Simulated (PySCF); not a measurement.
# Substituent chemical shifts

Parent skeleton `[NH2:1][SiH2:2][CH2:3][SiH2:4][SiH3:5]`; one hydrogen on atom 2 is replaced by X. Hydrogens on one atom are averaged.

No solvent model, no relativistic terms, single conformer, fast rotation and ring inversion assumed for equivalent nuclei. Geometry from GFN2-xTB; shielding tensors at PBE0/pcSseg-1 (GIAO); PySCF 2.14.0 with density-fitted response routines.

Referencing at the same level of theory: ¹⁵N vs NH3; ²⁹Si and ¹³C and ¹H vs TMS.

Parent (X = H): N1 10.5, Si2 -32.6, C3 -6.9, Si4 -83.1, Si5 -119.0, H(Si2) 4.85, H(C3) 0.19, H(Si4) 4.12, H(Si5) 3.40 ppm. Effects are Δδ = δ(X) − δ(H), positive for deshielding.

Known members:
```tsv
X	N1	Si2	C3	Si4	Si5	H(Si2)	H(C3)	H(Si4)	H(Si5)
NHCH3	+17.6	+11.6	+0.9	+1.8	+2.9	+0.05	-0.35	-0.02	+0.06
CHF2	-0.6	+8.8	-0.7	+0.1	+0.5	+0.02	-0.14	+0.00	+0.08
CH2SiH3	+17.7	+24.6	+0.4	+4.0	+3.5	-0.06	-0.30	+0.04	+0.05
N=CH2	+7.2	+17.7	+7.0	-2.0	+3.7	+0.47	-0.07	-0.05	-0.09
COOCH3	+5.4	+0.9	+1.3	+1.3	+1.8	+0.25	+0.02	+0.07	+0.06
```

Four more derivatives gave (Δδ, ppm):
| compound | N1 | Si2 | C3 | Si4 | Si5 | H(Si2) | H(C3) | H(Si4) | H(Si5) |
| --- | --- | --- | --- | --- | --- | --- | --- | --- | --- |
| 1 | +9.1 | +11.6 | +1.8 | +1.3 | +3.9 | +0.32 | -0.30 | -0.03 | +0.07 |
| 2 | +12.2 | -9.5 | +1.8 | +1.3 | -0.9 | -0.06 | -0.01 | +0.10 | +0.02 |
| 3 | +4.6 | +17.5 | -3.0 | +2.6 | +2.1 | -0.20 | -0.22 | -0.13 | +0.02 |
| 4 | -0.8 | -2.9 | -0.3 | +3.8 | +1.0 | +0.21 | -0.10 | +0.18 | +0.10 |

Their substituents are CH2OCH3, CHO, allyl, ethynyl. Which is which?

Results:

1: X = allyl (C=CC[Si@@H](N)C[SiH2][SiH3]); 2: X = ethynyl (C#C[Si@@H](N)C[SiH2][SiH3]); 3: X = CH2OCH3 (COC[Si@@H](N)C[SiH2][SiH3]); 4: X = CHO (N[Si@@H](C=O)C[SiH2][SiH3]).

Experimental scales use liquid or dissolved standards, which lie at an offset from isolated NH3 (liquid NH3: subtract about 20 ppm).
